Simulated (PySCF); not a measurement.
**Electron correlation in Zn⁺ (zinc, charge +1)**

[Ar] 3d10 4s1, 2S determinant. All numbers are calculated (PySCF 2.14, no relativity, point nucleus, in def2-SVP). Frozen: [Ar]; 11 electrons correlated.

MP2 pair energies summed by pair of shells (mhartree):

```json
{"pair": "3d-3d", "energy": "-250.61", "share (%)": "96.9"}
{"pair": "3d-4s", "energy": "-8.07", "share (%)": "3.1"}
```

Total MP2 correlation energy: -258.68 mhartree.

Same-spin part -99.33 and opposite-spin part -159.36 mhartree; SCS-MP2 scales them by 1/3 and 6/5 to -224.34 mhartree.

| level | correlation energy (mhartree) |
| --- | --- |
| CCSD | -239.12 |
| (T) | -6.13 |
| CCSD(T) | -245.25 |

Diagnostics: T1 = 0.0065, D1 = 0.0101, largest double amplitude 0.029.

Cost of the coupled-cluster step: 0.43 s of wall time on 1 thread of Neoverse-N1 (shared host), for 11 correlated electrons.

Iterations:

```
CC2 = 0
CCSD nocc = (np.int64(6), np.int64(5)), nmo = (22, 22)
frozen orbitals [[0, 1, 2, 3, 4, 5, 6, 7, 8], [0, 1, 2, 3, 4, 5, 6, 7, 8]]
max_cycle = 100
direct = 0
conv_tol = 1e-08
conv_tol_normt = 1e-06
diis_space = 8
diis_start_cycle = 0
Init t2, MP2 energy = -0.258682940344519
Init E_corr(UCCSD) = -0.258682940374504
cycle = 1  E_corr(UCCSD) = -0.233062324928949  dE = 0.0256206154  norm(t1,t2) = 0.0518646
cycle = 2  E_corr(UCCSD) = -0.240534616112003  dE = -0.00747229118  norm(t1,t2) = 0.0170926
cycle = 3  E_corr(UCCSD) = -0.238983769197133  dE = 0.00155084691  norm(t1,t2) = 0.0055989
cycle = 4  E_corr(UCCSD) = -0.239121938992758  dE = -0.000138169796  norm(t1,t2) = 0.00101016
cycle = 5  E_corr(UCCSD) = -0.239126554139977  dE = -4.61514722e-06  norm(t1,t2) = 5.36118e-05
cycle = 6  E_corr(UCCSD) = -0.239124178130473  dE = 2.3760095e-06  norm(t1,t2) = 7.92455e-06
cycle = 7  E_corr(UCCSD) = -0.239124503287307  dE = -3.25156834e-07  norm(t1,t2) = 1.56297e-06
cycle = 8  E_corr(UCCSD) = -0.239124521595158  dE = -1.83078504e-08  norm(t1,t2) = 1.98655e-07
cycle = 9  E_corr(UCCSD) = -0.239124516352131  dE = 5.24302726e-09  norm(t1,t2) = 4.63288e-08
UCCSD converged
E(UCCSD) = -1777.524249258038  E_corr = -0.2391245163521305
UCCSD(T) correction = -0.00612696860070122
```
